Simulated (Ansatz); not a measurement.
Process, species as SMILES: O=[SiH] (O-SiH) → O=[SiH-] (an electron is taken up)
B3LYP-D3(BJ)/def2-TZVP geometries, fixed; electronic energies without zero-point terms; positive where energy is released.

Basis-set convergence of the adiabatic electron affinity at PBE with Ansatz (a first-principles code). Cartesian d functions, on some or all atoms, in 6-31G*, 6-31G**, 6-31+G*, 6-311G**, 6-311+G**; all else is spherical. The program fits the integrals of some runs and decomposes those of others, by size. Open shells are unrestricted. No added dispersion term, no relativity. Functions are those of the species that has most. Reference: the value in aug-pcseg-3, 1.858 eV, itself unsure by roughly 0.011 eV (its mean distance from aug-cc-pV(Q+d)Z, def2-QZVPPD). Deviations are taken from unrounded values.

| basis | functions |
|---|---|
| STO-3G | 15 |
| 3-21G | 24 |
| 6-31G | 24 |
| 6-31G* | 36 |
| 6-31G** | 39 |
| 6-31+G* | 44 |
| 6-311G** | 51 |
| 6-311+G** | 59 |
| aug-cc-pV(D+d)Z | 64 |
| 6-311++G(2d,2p) | 72 |
| jun-cc-pV(T+d)Z | 101 |
| 6-311++G(3df,3pd) | 104 |
| aug-cc-pV(T+d)Z | 124 |
| aug-cc-pV(Q+d)Z | 215 |

Problem. Which is the smallest set listed that can be trusted to 0.05 eV here, that is, within that of the reference together with its larger relatives (same family, alike in diffuse functions; a set with none to test it counts only in the reference's own line)?

Solution. The smallest set listed that lies within 0.05 eV of the reference with all its larger relatives (same family, alike in diffuse functions; a set with none counts only in the reference's own line) is 6-31+G* (44 functions, -0.008 eV off). Value minus reference: STO-3G -5.940, 3-21G -0.708, 6-31G -0.284, 6-31G* -0.536, 6-31G** -0.545, 6-31+G* -0.008, 6-311G** -0.396, 6-311+G** 0.010, aug-cc-pV(D+d)Z 0.021, 6-311++G(2d,2p) -0.009, jun-cc-pV(T+d)Z -0.006, 6-311++G(3df,3pd) -0.011, aug-cc-pV(T+d)Z 0.000, aug-cc-pV(Q+d)Z -0.005 eV.
